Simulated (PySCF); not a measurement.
**wB97M-V on Xe²⁺ (xenon, charge +2)**

Configuration: [Kr] 4d10 5s1 5p5, 5s spin antiparallel (an excited configuration). All numbers are calculated (PySCF 2.14, scalar relativity by spin-free X2C-1e, in aug-cc-pwCVTZ-DK3 with one added diffuse shell each of s, p, d, f type (11s10p8d5f1g, 125 functions)).

```json
{
 "Total energy": "-7443.94 hartree",
 "One-electron energy": "-10151.64 hartree",
 "Hartree (Coulomb) energy": "2895.35 hartree",
 "Exchange-correlation energy": "-187.65 hartree",
 "⟨S²⟩": "1.0012",
 "⟨L²⟩": "2.016",
 "Sum of ⟨r⟩": "33.08 bohr",
 "Sum of ⟨r²⟩": "44.04 bohr²",
 "Traceless quadrupole moment −½Σ⟨3z² − r²⟩ along its main axis": "1.68 e·bohr²",
 "Langevin diamagnetic susceptibility": "-34.9 ×10⁻⁶ cm³/mol",
 "Time after the integrals": "of the order of 11 core-seconds"
}
```

```csv
shell,electrons,mean orbital energy (eV),spread (eV),"rms radius, mean of both spins (bohr)"
1s β,1,-34432.1,0,0.0306
1s α,1,-34432.0,0,0.0306
2s β,1,-5410.5,0,0.124
2s α,1,-5410.5,0,0.124
2p β,3,-4856.8,0.045,0.111
2p α,3,-4856.8,0.156,0.111
3s β,1,-1138.9,0,0.327
3s α,1,-1138.8,0,0.327
3p β,3,-958.38,0.223,0.327
3p α,3,-958.36,0.339,0.327
3d β,5,-690.22,0.229,0.305
3d α,5,-690.21,0.302,0.305
4s β,1,-230.98,0,0.761
4s α,1,-230.86,0,0.761
4p β,3,-173.25,0.440,0.815
4p α,3,-173.18,0.677,0.815
4d β,5,-88.198,0.493,0.942
4d α,5,-88.075,0.756,0.942
5s β,1,-44.574,0,1.89
5p β,2,-30.885,0,2.22
5p α,3,-30.455,1.267,2.22
```

With the s spin flipped the determinant is a mixture of two multiplicities, not a spectroscopic state.

Densities and radii are taken from the X2C orbitals without a picture-change correction, which distorts them close to the nucleus.
